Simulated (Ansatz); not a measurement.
Harmonic frequencies (cm⁻¹) at PBE0-D4/def2-TZVP from Ansatz: 39, 39, 57, 115, 115, 135, 222, 222, 394, 497, 498, 646, 1165, 1165, 1232, 1471, 1479, 1479, 3040, 3126, 3127.

Each molecule was computed in one conformer, which needn't be the lowest.

Question: Which molecule is it?
A. `C[O][Ti]([Cl])([Cl])[Cl]`
B. `[NH2][Ti]([OH])([OH])[OH]`
C. `C#[C][Ti]([OH])([F])[F]`
D. `[CH3][Ti]([F])([F])[Cl]`

Answer: A.
